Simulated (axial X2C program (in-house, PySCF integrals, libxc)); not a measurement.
**Nuclear properties of SnB**

Calculated with an axial X2C code built on PySCF integrals: two-component X2C with atomic mean-field Coulomb and Gaunt terms, Gaussian nuclei, basis Sn dyall-cv3z, B dyall-v3z with contracted cores.

R = 2.177 Å (near the PBE0 minimum at charge 0 of the determinant lowest at the starting distance; the state shown can have its own minimum elsewhere).

Determinant lowest in the PBE0 search, Ω = 3/2 (⟨Sz⟩ = 1.49, ⟨Lz⟩ = 0.01 at PBE0), spin on the atoms Sn 0.71, B 0.78:

```
level  Eeff magnitude (GV/cm)  Ws magnitude Sn (kHz)  A∥/gI Sn (MHz)  qzz Sn (a.u.)  A∥/gI B (MHz)  qzz B (a.u.)  μ (D)
 PBE0                   0.122                  0.224            -340          -4.22           48.8         -0.23  -1.43
   HF                    1.88                  0.519            -464          -5.02           66.1         -0.30  -0.89
  LDA                   0.635                  0.405            -232          -4.15           57.1         -0.21  -1.54
B3LYP                     0.8                  0.483            -267          -3.90           56.5         -0.24  -1.48
 BP86                   0.391                  0.316            -281          -3.96           51.8         -0.22  -1.47
```

Determinant 0.59 eV from it at PBE0 and this distance, Ω = 1/2 (⟨Sz⟩ = 0.49, ⟨Lz⟩ = 0.01 at PBE0), spin on the atoms Sn 0.09, B 0.40:

| level | Eeff magnitude (GV/cm) | Ws magnitude Sn (kHz) | A∥/gI Sn (MHz) | qzz Sn (a.u.) | A∥/gI B (MHz) | qzz B (a.u.) | μ (D) |
| --- | --- | --- | --- | --- | --- | --- | --- |
| PBE0 | 0.669 | 0.928 | 67.3 | -3.35 | 148 | -0.28 | -1.24 |
| HF | 2.21 | 2.49 | 1110 | -4.89 | 176 | -0.30 | -0.69 |
| LDA | 1.02 | 1.32 | 312 | -3.28 | 163 | -0.27 | -1.30 |
| B3LYP | 0.896 | 1.2 | 67.1 | -3.16 | 163 | -0.30 | -1.27 |
| BP86 | 1.02 | 1.33 | 117 | -3.12 | 156 | -0.27 | -1.30 |

Eeff is the effective electric field on the electron electric dipole moment in this Ω state and Ws the scalar–pseudoscalar constant of the nucleus named (defined with the proton number Z and per Ω); A∥ (defined per Ω) follows by multiplying with gI = μI/(I μN); qzz is the electric field gradient, eQq0 = 234.96 MHz × Q/barn × qzz; μ is positive if the B end (last atom) is positive. The operators were transformed with the bare-nucleus X2C matrices; with these basis sets, hyperfine constants and field gradients can be off by tens of per cent, and where levels differ in sign neither size nor sign is settled.

(1) With gI(11B) = 1.7924, Q(11B) = 0.04059 barn (g factors from the IAEA table of nuclear moments by Stone; Q from Pyykkö, Mol. Phys. 2018), turn the PBE0 values of the first state into constants in MHz.

Each state is one determinant with collinear spin, which with several unpaired electrons need not be a pure state. Unrestricted Hartree–Fock can overshoot spin polarisation at the nuclei. In the state Ω = 3/2 the sign of Eeff differs between levels (HF against PBE0). In the state Ω = 1/2 the sign of Eeff differs between levels (HF against PBE0). This is the top spin component of a Σ state; components of lower Ω are not single determinants and can lie lower. With several open shells hyperfine constants can be off by a factor of several. Where Eeff spreads by more than a factor of two the levels disagree and none is to be relied on. States lie within half an eV, so the first need not be the ground state. The sign of Ws at Sn differs between levels in the first state. The sign of Ws at Sn differs between levels in the second state. Further determinants of the search, some of them spin-mixed, are not shown. Where a field gradient or hyperfine factor spreads by more than a factor of two over the levels, a constant derived from it is not to be relied on. PBE0 term energies can be off by some tenths of an eV.

Answers

(1) A∥(11B) = 48.8 × 1.7924 = 87.5 MHz; eQq0(11B) = 234.96 × (0.04059) × (-0.23) = -2.19 MHz.
